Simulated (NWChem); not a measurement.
System: benzotriazole (C6H5N3); SMILES n1[nH]c2c(n1)cccc2

Not confirmed as a minimum by frequencies.

Task: Give the equilibrium geometry at PBE0/def2-SVP (NWChem) as an XYZ file, with the point group.

Result: point group Cs; any orientation.
```
14

C     -0.7304     2.0891     0.0000
C      0.6840     2.0979     0.0000
C      1.4272     0.9285     0.0000
C      0.6977    -0.2679     0.0000
N      1.0158    -1.5899     0.0000
N     -0.0885    -2.3528     0.0000
N     -1.1218    -1.6011     0.0000
C     -0.7110    -0.2910     0.0000
C     -1.4455     0.9042     0.0000
H     -1.2634     3.0425     0.0000
H      1.2053     3.0582     0.0000
H      2.5185     0.9457     0.0000
H      1.9239    -2.0357     0.0000
H     -2.5366     0.8832     0.0000
```
